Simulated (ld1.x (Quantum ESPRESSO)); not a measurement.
**Pseudopotential generation for Se (Z = 34): PAW, BP86, fully relativistic.**

Input for ld1.x (Quantum ESPRESSO) 7.5:

```
&input
   title='Se', zed=34., rel=2, dft='BP', iswitch=3,
   config='[Ar] 3d10 4s2 4p4', rel_dist='average',
   nld=5, rlderiv=2.30, eminld=-6.0, emaxld=5.0, deld=0.02
 /
 &inputp
   pseudotype=3, lpaw=.true., tm=.true., lloc=-1, rcloc=1.50,
   nlcc=.true., rcore=0.50,
   which_augfun='BESSEL', rmatch_augfun=0.50,
   file_pseudopw='Se.UPF', file_wfcaegen='ae.wfc', file_wfcncgen='nc.wfc', file_beta='beta', file_chi='chi', file_wfcusgen='us.wfc'
 /
6
4S  1  0   2.00   0.00  1.15  1.40  0.0
4S  1  0   0.00  -0.60  1.15  1.40  0.0
4P  2  1   4.00   0.00  1.50  2.10  0.0
4P  2  1   0.00   0.40  1.50  2.10  0.0
3D  3  2  10.00   0.00  0.70  0.85  0.0
3D  3  2   0.00  -2.45  0.70  0.85  0.0
 &test
   configts(1)='3d10 4s2 4p4'
 /
```

Command:

```bash
ld1.x < Se.in > Se.out
```

Output (shortened: banner, matrices, multipoles, cross overlaps and the repeated all-electron block are left out):

```
Program LD1 v.7.5
     --------------------------- All-electron run ----------------------------

     Se
     dirac relativistic calculation

     atomic number is 34.00
     dft =BP   lsd =0 sic =0 latt =0  beta=0.20 tr2=1.0E-14
     Exchange-correlation= BP
                           (   1   1   1   1   0   0   0)
     mesh =1211 r(mesh) =  99.34906 a.u. xmin = -7.00 dx = 0.01250
     1 Ry =  13.60569312 eV, c = 137.03599908

     n l j   nl                  e(Ry)          e(Ha)          e(eV)
     Spin orbit split results
     1 0 0.5 1S 1( 2.00)      -919.0596      -459.5298    -12504.4426
     2 0 0.5 2S 1( 2.00)      -118.1123       -59.0562     -1607.0003
     2 1 0.5 2P 1( 2.00)      -105.9576       -52.9788     -1441.6264
     2 1 1.5 2P 1( 4.00)      -102.8867       -51.4433     -1399.8445
     3 0 0.5 3S 1( 2.00)       -15.6934        -7.8467      -213.5193
     3 1 0.5 3P 1( 2.00)       -11.5392        -5.7696      -156.9990
     3 1 1.5 3P 1( 4.00)       -11.1072        -5.5536      -151.1213
     3 2 1.5 3D 1( 4.00)        -3.9522        -1.9761       -53.7725
     3 2 2.5 3D 1( 6.00)        -3.8864        -1.9432       -52.8774
     4 0 0.5 4S 1( 2.00)        -1.2801        -0.6401       -17.4172
     4 1 0.5 4P 1( 1.33)        -0.5057        -0.2528        -6.8799
     4 1 1.5 4P 1( 2.67)        -0.4779        -0.2389        -6.5021
     Averaged results
     1 0     1S 1( 2.00)      -919.0596      -459.5298    -12504.4426
     2 0     2S 1( 2.00)      -118.1123       -59.0562     -1607.0003
     2 1     2P 1( 6.00)      -103.9103       -51.9552     -1413.7718
     3 0     3S 1( 2.00)       -15.6934        -7.8467      -213.5193
     3 1     3P 1( 6.00)       -11.2512        -5.6256      -153.0806
     3 2     3D 1(10.00)        -3.9127        -1.9564       -53.2354
     4 0     4S 1( 2.00)        -1.2801        -0.6401       -17.4172
     4 1     4P 1( 4.00)        -0.4872        -0.2436        -6.6280

     final scf error:  4.8E-15 reached in  29 iterations

     Etot =   -4861.531078 Ry,   -2430.765539 Ha,  -66144.499959 eV

     Ekin =    4978.024579 Ry,    2489.012290 Ha,   67729.474784 eV
     Encl =  -11736.626676 Ry,   -5868.313338 Ha, -159684.940852 eV
     Eh   =    2074.203358 Ry,    1037.101679 Ha,   28220.974361 eV
     Exc  =    -177.132339 Ry,     -88.566170 Ha,   -2410.008252 eV

     normalization and overlap integrals

     s(1S/1S) =  1.000000  <r> =   0.0441  <r2> =    0.0026  r(max) =   0.0287
     s(2S/2S) =  1.000000  <r> =   0.1957  <r2> =    0.0452  r(max) =   0.1651
     s(2P/2P) =  1.000000  <r> =   0.1685  <r2> =    0.0349  r(max) =   0.1302
     s(2P/2P) =  1.000000  <r> =   0.1723  <r2> =    0.0363  r(max) =   0.1335
     s(3S/3S) =  1.000000  <r> =   0.5739  <r2> =    0.3794  r(max) =   0.5021
     s(3P/3P) =  1.000000  <r> =   0.5824  <r2> =    0.3983  r(max) =   0.4959
     s(3P/3P) =  1.000000  <r> =   0.5930  <r2> =    0.4127  r(max) =   0.5021
     s(3D/3D) =  1.000000  <r> =   0.6282  <r2> =    0.4940  r(max) =   0.4487
     s(3D/3D) =  1.000000  <r> =   0.6325  <r2> =    0.5009  r(max) =   0.4544
     s(4S/4S) =  1.000000  <r> =   1.7938  <r2> =    3.7029  r(max) =   1.5085
     s(4P/4P) =  1.000000  <r> =   2.2642  <r2> =    6.0584  r(max) =   1.7747
     s(4P/4P) =  1.000000  <r> =   2.3149  <r2> =    6.3367  r(max) =   1.8196

     ------------------------ End of All-electron run ------------------------

     --------------------- Generating PAW atomic setup --------------------

      Generating local potential from pseudized AE potential:
      Matching radius rcloc =   1.5000

      Local pseudo, rcloc= 1.490 Estimated cut-off energy=    11.05 Ry

      Computing core charge for nlcc:

       r > 0.50 : true rho core
       r < 0.50 : rho core = a sin(br)/r    a=  38.42  b=   4.18

      Integrated core pseudo-charge :   9.19

     Fully relativistic calculation: |psi|^2

     Wfc 4S LC norm =  0.99990394 SC norm =  0.00009383 missing  0.00000223
     Speed at rcutus      1.266 a.u.,  v/c =  0.009241,  (v/c)^2 =  0.00008540

     Wfc 4P LC norm =  0.99993875 SC norm =  0.00006095 missing  0.00000030
     Speed at rcutus      0.661 a.u.,  v/c =  0.004822,  (v/c)^2 =  0.00002325

     Wfc 4P LC norm =  0.99994124 SC norm =  0.00005354 missing  0.00000521
     Speed at rcutus      0.669 a.u.,  v/c =  0.004886,  (v/c)^2 =  0.00002387

     Wfc 3D LC norm =  0.99948688 SC norm =  0.00051311 missing  0.00000000
     Speed at rcutus      2.181 a.u.,  v/c =  0.015918,  (v/c)^2 =  0.00025337

     Wfc 3D LC norm =  0.99949206 SC norm =  0.00050791 missing  0.00000002
     Speed at rcutus      2.203 a.u.,  v/c =  0.016077,  (v/c)^2 =  0.00025846
      Wfc-us  4S rcutus= 1.417  Estimated cut-off energy=    21.58 Ry
      Wfc-us  4S rcutus= 1.417  Estimated cut-off energy=    22.47 Ry
      Wfc-us  4P rcutus= 2.114  Estimated cut-off energy=    17.24 Ry
      Wfc-us  4P rcutus= 2.114  Estimated cut-off energy=    17.18 Ry
      Wfc-us  4P rcutus= 2.114  Estimated cut-off energy=    19.77 Ry
      Wfc-us  4P rcutus= 2.114  Estimated cut-off energy=    19.50 Ry
      Wfc-us  3D rcutus= 0.860  Estimated cut-off energy=   157.91 Ry
      Wfc-us  3D rcutus= 0.860  Estimated cut-off energy=   157.81 Ry
      Wfc-us  3D rcutus= 0.860  Estimated cut-off energy=   169.46 Ry
      Wfc-us  3D rcutus= 0.860  Estimated cut-off energy=   168.52 Ry

     Required augmentation: BESSEL   radius:    0.500000
     Suggested rho cutoff for augmentation: 393.75 Ry

     Estimated PAW energy = -403.046543 Ryd

     ------------------- End of pseudopotential generation -------------------

     Computing logarithmic derivative in   2.29311
     Computing logarithmic derivative in   2.29311
     Computing the partial wave expansion
     R is outside the sphere for l=    0 j= 0.50
     R is outside the sphere for l=    0 j= 0.50
     R is outside the sphere for l=    1 j= 0.50
     R is outside the sphere for l=    1 j= 0.50
     R is outside the sphere for l=    1 j= 1.50
     R is outside the sphere for l=    1 j= 1.50
     R is outside the sphere for l=    2 j= 1.50
     R is outside the sphere for l=    2 j= 1.50
     R is outside the sphere for l=    2 j= 2.50
     R is outside the sphere for l=    2 j= 2.50

     ---------------------- Testing the pseudopotential ----------------------

     Se
     dirac relativistic calculation

     atomic number is 34.00   valence charge is 16.00
     dft = SLA  PZ   B88  P86   lsd =0 sic =0 latt =0  beta=0.20 tr2=1.0E-14
     mesh =1211 r(mesh) =  99.34906 xmin = -7.00 dx = 0.01250

     n l  j  nl             e AE (Ry)       e PS (Ry)    De AE-PS (Ry)
     3 2 1.5 3D   1( 4.00)       -3.95220       -3.95220       -0.00000
     3 2 2.5 3D   1( 6.00)       -3.88642       -3.88642       -0.00000
     1 0 0.5 4S   1( 2.00)       -1.28014       -1.28015        0.00001
     2 1 0.5 4P   1( 1.33)       -0.50566       -0.50566       -0.00000
     2 1 1.5 4P   1( 2.67)       -0.47790       -0.47790        0.00000

     eps = 9.9E-15  iter =  5

     Etot =   -4861.531078 Ry,   -2430.765539 Ha,  -66144.499959 eV
     Etotps =  -403.046576 Ry,    -201.523288 Ha,   -5483.728022 eV

     Ekin =     416.998681 Ry,     208.499340 Ha,    5673.556080 eV
     Encl =    -872.024457 Ry,    -436.012228 Ha,  -11864.497156 eV
     Ehrt =     229.111557 Ry,     114.555779 Ha,    3117.221542 eV
     Ecxc =    -177.132357 Ry,     -88.566178 Ha,   -2410.008488 eV
     (Ecc =     -23.810547 Ry,     -11.905274 Ha,    -323.958997 eV)

     ---------------------- End of pseudopotential test ----------------------
```

Generation and configuration tests took about 2.5 s on one core of a shared server CPU.

Transferability test of the new file with ld1.x, input:

```
&input
   title='Se', zed=34., rel=2, dft='BP', iswitch=2,
   config='[Ar] 3d10 4s2 4p4', rel_dist='average'
 /
 &test
   file_pseudo='Se.UPF', nconf=8,
   configts(1)='3d10 4s2 4p4',
   configts(2)='3d10 4s2 4p3',
   configts(3)='3d10 4s2 4p2',
   configts(4)='3d10 4s2 4p1',
   configts(5)='3d10 4s2 4p0',
   configts(6)='3d10 4s1 4p4',
   configts(7)='3d10 4s1 4p5',
   configts(8)='3d10 4s2 4p3.5'
 /
```

```bash
ld1.x < Se.test.in > Se.test.out
```

Pseudopotential blocks of its output, shortened (energy terms left out; the distinct warnings before each block abridged to one line each):

```
     ---------------------- Testing the pseudopotential ----------------------

     n l  j  nl             e AE (Ry)       e PS (Ry)    De AE-PS (Ry)
     3 2 1.5 3D   1( 4.00)       -3.95220       -3.95220       -0.00000
     3 2 2.5 3D   1( 6.00)       -3.88642       -3.88642       -0.00000
     1 0 0.5 4S   1( 2.00)       -1.28014       -1.28015        0.00001
     2 1 0.5 4P   1( 1.33)       -0.50566       -0.50566       -0.00000
     2 1 1.5 4P   1( 2.67)       -0.47790       -0.47790        0.00000

     eps = 9.8E-15  iter =  5

     Etot =   -4861.531078 Ry,   -2430.765539 Ha,  -66144.499959 eV
     Etotps =  -403.046576 Ry,    -201.523288 Ha,   -5483.728022 eV

     ---------------------- End of pseudopotential test ----------------------

          ---------------------- Testing the pseudopotential ----------------------

     n l  j  nl             e AE (Ry)       e PS (Ry)    De AE-PS (Ry)
     3 2 1.5 3D   1( 4.00)       -4.72262       -4.72499        0.00237
     3 2 2.5 3D   1( 6.00)       -4.65676       -4.65910        0.00234
     1 0 0.5 4S   1( 2.00)       -1.98438       -1.98452        0.00014
     2 1 0.5 4P   1( 1.00)       -1.16361       -1.16349       -0.00012
     2 1 1.5 4P   1( 2.00)       -1.13085       -1.13073       -0.00012

     eps = 6.2E-15  iter = 11

     Etot =   -4860.724946 Ry,   -2430.362473 Ha,  -66133.531969 eV
     Etotps =  -402.240495 Ry,    -201.120248 Ha,   -5472.760738 eV
     dEtot_ae =       0.806132 Ry
     dEtot_ps =       0.806080 Ry,   Delta E=       0.000052 Ry

     ---------------------- End of pseudopotential test ----------------------

          Warning: n=3, l=2 expected 0 nodes, found 1
     ---------------------- Testing the pseudopotential ----------------------

     n l  j  nl             e AE (Ry)       e PS (Ry)    De AE-PS (Ry)
     3 2 1.5 3D   1( 4.00)       -5.62006       -5.62644        0.00639  !
     3 2 2.5 3D   1( 6.00)       -5.55405       -5.56035        0.00631  !
     1 0 0.5 4S   1( 2.00)       -2.77834       -2.77869        0.00035
     2 1 0.5 4P   1( 0.67)       -1.90826       -1.90785       -0.00041
     2 1 1.5 4P   1( 1.33)       -1.87016       -1.86973       -0.00042

     eps = 9.9E-16  iter = 11

     Etot =   -4859.218850 Ry,   -2429.609425 Ha,  -66113.040497 eV
     Etotps =  -400.734668 Ry,    -200.367334 Ha,   -5452.272918 eV
     dEtot_ae =       2.312228 Ry
     dEtot_ps =       2.311907 Ry,   Delta E=       0.000320 Ry

     ---------------------- End of pseudopotential test ----------------------

          ---------------------- Testing the pseudopotential ----------------------

     n l  j  nl             e AE (Ry)       e PS (Ry)    De AE-PS (Ry)
     3 2 1.5 3D   1( 4.00)       -6.62224       -6.63470        0.01246  !
     3 2 2.5 3D   1( 6.00)       -6.55599       -6.56830        0.01231  !
     1 0 0.5 4S   1( 2.00)       -3.64015       -3.64090        0.00074
     2 1 0.5 4P   1( 0.33)       -2.71931       -2.71843       -0.00088
     2 1 1.5 4P   1( 0.67)       -2.67547       -2.67455       -0.00091

     eps = 2.8E-15  iter = 10

     Etot =   -4856.937179 Ry,   -2428.468589 Ha,  -66081.996773 eV
     Etotps =  -398.453669 Ry,    -199.226835 Ha,   -5421.238348 eV
     dEtot_ae =       4.593899 Ry
     dEtot_ps =       4.592906 Ry,   Delta E=       0.000993 Ry

     ---------------------- End of pseudopotential test ----------------------

          ---------------------- Testing the pseudopotential ----------------------

     n l  j  nl             e AE (Ry)       e PS (Ry)    De AE-PS (Ry)
     3 2 1.5 3D   1( 4.00)       -7.71534       -7.73686        0.02152  !
     3 2 2.5 3D   1( 6.00)       -7.64877       -7.67002        0.02126  !
     1 0 0.5 4S   1( 2.00)       -4.55294       -4.55449        0.00155
     2 1 0.5 4P   1( 0.00)       -3.57957       -3.57806       -0.00151
     2 1 1.5 4P   1( 0.00)       -3.52943       -3.52785       -0.00158

     eps = 5.3E-16  iter = 14

     Etot =   -4853.822276 Ry,   -2426.911138 Ha,  -66039.616362 eV
     Etotps =  -395.340002 Ry,    -197.670001 Ha,   -5378.874740 eV
     dEtot_ae =       7.708802 Ry
     dEtot_ps =       7.706574 Ry,   Delta E=       0.002228 Ry

     ---------------------- End of pseudopotential test ----------------------

          ---------------------- Testing the pseudopotential ----------------------

     n l  j  nl             e AE (Ry)       e PS (Ry)    De AE-PS (Ry)
     3 2 1.5 3D   1( 4.00)       -4.84053       -4.83877       -0.00176
     3 2 2.5 3D   1( 6.00)       -4.77457       -4.77283       -0.00174
     1 0 0.5 4S   1( 1.00)       -2.04722       -2.04715       -0.00007
     2 1 0.5 4P   1( 1.33)       -1.21456       -1.21472        0.00017
     2 1 1.5 4P   1( 2.67)       -1.18061       -1.18078        0.00017

     eps = 7.2E-15  iter =  9

     Etot =   -4859.875938 Ry,   -2429.937969 Ha,  -66121.980625 eV
     Etotps =  -401.391465 Ry,    -200.695733 Ha,   -5461.209098 eV
     dEtot_ae =       1.655141 Ry
     dEtot_ps =       1.655110 Ry,   Delta E=       0.000030 Ry

     ---------------------- End of pseudopotential test ----------------------

          ---------------------- Testing the pseudopotential ----------------------

     n l  j  nl             e AE (Ry)       e PS (Ry)    De AE-PS (Ry)
     3 2 1.5 3D   1( 4.00)       -4.06888       -4.06480       -0.00409
     3 2 2.5 3D   1( 6.00)       -4.00300       -3.99896       -0.00404
     1 0 0.5 4S   1( 1.00)       -1.34103       -1.34076       -0.00026
     2 1 0.5 4P   1( 1.67)       -0.55166       -0.55179        0.00012
     2 1 1.5 4P   1( 3.33)       -0.52246       -0.52259        0.00013

     eps = 3.4E-15  iter = 15

     Etot =   -4860.730055 Ry,   -2430.365028 Ha,  -66133.601487 eV
     Etotps =  -402.245720 Ry,    -201.122860 Ha,   -5472.831832 eV
     dEtot_ae =       0.801023 Ry
     dEtot_ps =       0.800855 Ry,   Delta E=       0.000168 Ry

     ---------------------- End of pseudopotential test ----------------------

          ---------------------- Testing the pseudopotential ----------------------

     n l  j  nl             e AE (Ry)       e PS (Ry)    De AE-PS (Ry)
     3 2 1.5 3D   1( 4.00)       -4.31954       -4.32054        0.00100
     3 2 2.5 3D   1( 6.00)       -4.25373       -4.25471        0.00098
     1 0 0.5 4S   1( 2.00)       -1.61914       -1.61921        0.00007
     2 1 0.5 4P   1( 1.17)       -0.82210       -0.82206       -0.00004
     2 1 1.5 4P   1( 2.33)       -0.79188       -0.79184       -0.00004

     eps = 4.3E-15  iter =  9

     Etot =   -4861.209928 Ry,   -2430.604964 Ha,  -66140.130482 eV
     Etotps =  -402.725439 Ry,    -201.362720 Ha,   -5479.358738 eV
     dEtot_ae =       0.321151 Ry
     dEtot_ps =       0.321136 Ry,   Delta E=       0.000014 Ry

     ---------------------- End of pseudopotential test ----------------------
```
